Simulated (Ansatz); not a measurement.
```yaml
crystal:
  periodic: [false, false, false]
  atoms:
    - {symbol: K, position_ang: [-0.447501, -3.875224, 0.254322]}
    - {symbol: K, position_ang: [-1.665851, 2.508460, 0.114674]}
    - {symbol: K, position_ang: [2.354351, 2.902030, -1.946813]}
    - {symbol: K, position_ang: [-2.113159, -0.606974, 3.188649]}
    - {symbol: K, position_ang: [-0.134186, -0.775886, -2.850247]}
    - {symbol: K, position_ang: [2.006346, -0.152406, 1.239406]}
basis:
  gaussian: {orbitals: def2-TZVPD, initial_orbitals: start.molden}
total_charge: -1
magnetization: {spin_polarized: true, initial_magnetization: 1}
hamiltonian: {xc: {name: wB97M-V}}
scf: {omitted_lower_state_checks: [starts]}
output: {orbitals: {seedname: orbitals}}
```

The file start.molden holds the orbitals of an earlier run on this structure, at another level or in another basis.

```sh
$ ansatz run in.yaml --threads 4 --pin off --events-out ev --progress --plain --max-ram 4787MiB
```

**Question.** Does this run fit into the memory that it is given?

**Answer.** No. It has 216 basis functions, and Ansatz plans for 6 GiB where 5 GiB are given.
